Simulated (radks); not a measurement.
Excited configurations of Ta IV: one electron is placed in a higher orbital outside [Xe] 4f14 5d1. The ground configuration is [Xe] 4f14 5d2. All-electron calculation, Dirac Kohn-Sham, BLYP, spin-unpolarised, spherical densities, finite nucleus; open shells fill j = l - 1/2 first; Fermi nuclear charge, rms radius 5.3507 fm. Program: a radial shooting solver on a logarithmic mesh with Libxc functionals. Excitation = E - E(ground); binding = E(ion) - E, where the ion is the core of charge +4; n* = 4/sqrt(2 binding) in atomic units, and the quantum defect is n - n*.

outer orbital  excitation (eV)  binding (eV)  eigenvalue (eV)  <r> (bohr)
5f5/2                   20.899        14.522          -11.897       4.026
6s1/2                    2.627        32.795          -28.649       2.647
6p1/2                    8.996        26.425          -22.851       3.029
6d3/2                   18.772        16.649          -14.327       4.311
6f5/2                   25.788         9.634           -8.269       7.122
7s1/2                   18.593        16.828          -14.975       4.996
7p1/2                   20.933        14.488          -12.808       5.593
7d3/2                   24.970        10.451           -9.132       7.331
7f5/2                   28.647         6.774           -5.934       10.87

The Delta-SCF ionisation energy is 35.421 eV (NIST Atomic Spectra Database: 35 eV, theoretical). Self-interaction in the functional shifts the binding energies and quantum defects, so they are the method's values and not measured ones. Spin polarisation and multiplet splitting are left out, so open shells lie too high by an amount that depends on their filling.

Beside tabulated values, note that spin-unpolarised runs miss the spin-polarisation part of the exchange energy of open shells.
